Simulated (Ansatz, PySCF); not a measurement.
TaF₅, SMILES [F][Ta]([F])([F])([F])[F], multiplicity 1. Atoms are numbered in the order given.

```xyz
6

Ta    -0.0001     0.0000     0.0000
F     -0.0002     0.0000     1.8805
F     -0.0002     0.0000    -1.8805
F     -1.8530     0.0000     0.0000
F      0.9267     1.6044     0.0000
F      0.9267    -1.6044     0.0000
```

Geometry optimised at PBE0-D3(BJ)/def2-SVP. The spin state was assumed, not searched. The isomer is the one that the SMILES or the coordinates give; other isomers of the formula were not compared. The def2 effective core potentials stand for the cores of Ta; spin–orbit coupling is left out.

Two levels are set side by side: PBE-D3(BJ)/def2-SVP (Ansatz, a program for electronic structure) and PBE0-D3(BJ)/def2-SVP (Ansatz). Each level has its own optimised geometry; the coordinates shown are those of the second. Frequencies come from the Hessian of PySCF at each geometry. Differences are taken from unrounded values.

```json
[
 {"quantity": "mean bond length (Å)", "PBE0-D3(BJ)": "1.864", "PBE-D3(BJ)": "1.881", "PBE-D3(BJ) minus PBE0-D3(BJ)": "0.017"},
 {"quantity": "bond Ta1–F2 (Å)", "PBE0-D3(BJ)": "1.881", "PBE-D3(BJ)": "1.898", "PBE-D3(BJ) minus PBE0-D3(BJ)": "0.017"},
 {"quantity": "bond Ta1–F3 (Å)", "PBE0-D3(BJ)": "1.881", "PBE-D3(BJ)": "1.898", "PBE-D3(BJ) minus PBE0-D3(BJ)": "0.017"},
 {"quantity": "bond Ta1–F4 (Å)", "PBE0-D3(BJ)": "1.853", "PBE-D3(BJ)": "1.869", "PBE-D3(BJ) minus PBE0-D3(BJ)": "0.016"},
 {"quantity": "bond Ta1–F5 (Å)", "PBE0-D3(BJ)": "1.853", "PBE-D3(BJ)": "1.869", "PBE-D3(BJ) minus PBE0-D3(BJ)": "0.016"},
 {"quantity": "bond Ta1–F6 (Å)", "PBE0-D3(BJ)": "1.853", "PBE-D3(BJ)": "1.869", "PBE-D3(BJ) minus PBE0-D3(BJ)": "0.016"},
 {"quantity": "highest harmonic wavenumber (cm⁻¹)", "PBE0-D3(BJ)": "746", "PBE-D3(BJ)": "712", "PBE-D3(BJ) minus PBE0-D3(BJ)": "-34"},
 {"quantity": "mean harmonic wavenumber (cm⁻¹)", "PBE0-D3(BJ)": "415", "PBE-D3(BJ)": "399", "PBE-D3(BJ) minus PBE0-D3(BJ)": "-16"},
 {"quantity": "zero-point energy (kcal/mol)", "PBE0-D3(BJ)": "7.12", "PBE-D3(BJ)": "6.85", "PBE-D3(BJ) minus PBE0-D3(BJ)": "-0.27"}
]
```

Exact exchange shortens and stiffens bonds; PBE has none. Differences between two approximate levels are no errors against the true value.
